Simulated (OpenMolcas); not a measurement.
# Ga+: CASPT2 settings compared

```yaml
Program: OpenMolcas
Basis: ANO-R1 [5s4p3d1f]
Scalar_Hamiltonian: X2C, finite nucleus
Active_space: 2 electrons in 4 orbitals (4s 4p)
State_averaging: 2S+1 = 3 even, 3 roots (0 in the spin-orbit step); 2S+1 = 1 even, 1 root kept (CI in the orbitals of an earlier block); 2S+1 = 3 odd, 3 roots; 2S+1 = 1 odd, 3 roots kept (CI in the orbitals of an earlier block)
Spin-orbit_coupling: RASSI with atomic mean-field integrals over the reference wave functions, term energies averaged over their components
```

Methods on the same reference wave functions:
A. CASSCF
B. SS-CASPT2, IPEA 0.3 Eh, sigma1 regulariser 0.2 Eh (closed shells correlated: 3s 3p 3d)
C. SS-CASPT2, IPEA 0.75 Eh, no level shift (closed shells correlated: 3d)
D. SS-CASPT2, IPEA 0.4 Eh, sigma2 regulariser 0.05 Eh (closed shells correlated: none)

Energies in cm-1 above 4s2 1S0, the measured ground level; measured values from NIST Handbook of Basic Atomic Spectroscopic Data.

```tsv
Level	A	B	C	D	Measured
4s2 1S0	0.0	0.0	0.0	0.0	0.0
4s 4p 3P* 0	44058	45659	45769	44633	47368
4s 4p 3P* 1	44483	46080	46191	45057	47814
4s 4p 3P* 2	45369	46970	47080	45944	48750
4s 4p 1P* 1	77213	70560	71630	72578	70701
```

Deviations, from unrounded energies. A percentage is the sum of absolute deviations over the sum of measured energies, with the sign that they share, or ± where signs differ.

```json
{"Against measurement": "mean absolute deviation (cm-1)", "Levels": "4", "A": "4100", "B": "1300", "C": "1500", "D": "2500"}
{"Against measurement": "other configurations (%)", "Levels": "4", "A": "±7.7", "B": "-2.5", "C": "±2.7", "D": "±4.7"}
```

B lies closest to measurement on these levels and A furthest from it. The largest miss of B in the table is 4s 4p 3P* 2, by -1800 cm-1. The ranking rests on the paired levels alone, and a cruder setting can come out closer through cancelling errors.

Among B to D the level of the table that moves most is 4s 4p 1P* 1, by 2000 cm-1 (lowest in B, highest in D).

The lowest spin-free term lies below A's lowest term by 0.483 hartree in B, 0.386 hartree in C, 0.006 hartree in D.

Some high roots are left out of the spin-orbit mixing, which shifts the levels that they would mix with. Terms from blocks run as CI alone lack orbitals of their own. Without dynamic correlation excited terms often stand tens of per cent too high (terms of higher spin than the ground term too low), and those without a measured partner can miss by more than the paired ones (holds for A). Measured partners are found by configuration, term and J. A level has none where our copy of the source lacks it or the pairing is in doubt (some pairs that miss far off the trend of their configuration count as doubtful), and it then counts in no deviation. Only configurations of the active space appear.

* marks odd parity.
